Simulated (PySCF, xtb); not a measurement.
CH₈BNO₂Si, SMILES C[SiH2]NB(O)O. Other conformers were not sampled.

Harmonic wavenumbers (cm⁻¹) from xtb 6.7.1 with GFN2-xTB at its own minimum, in rising order: 52, 67, 97, 158, 216, 360, 405, 425, 452, 481, 500, 574, 622, 701, 720, 768, 781, 823, 840, 925, 938, 1006, 1198, 1288, 1348, 1376, 1484, 1488, 2160, 2226, 3026, 3031, 3042, 3485, 3662, 3667.

Question: What does PySCF with PBE-D3(BJ)/def2-SVP give at its own minimum? (The exact figures need the calculation; the answer reports its results.)

Answer: 31, 75, 153, 192, 234, 327, 374, 443, 470, 499, 521, 630, 650, 678, 732, 791, 867, 898, 906, 920, 965, 1009, 1167, 1215, 1373, 1381, 1384, 1447, 2115, 2162, 2973, 3075, 3077, 3522, 3724, 3790. Paired by order, the mean absolute difference is 39 cm⁻¹ and the zero-point energies are 63.5 and 64.0 kcal/mol.
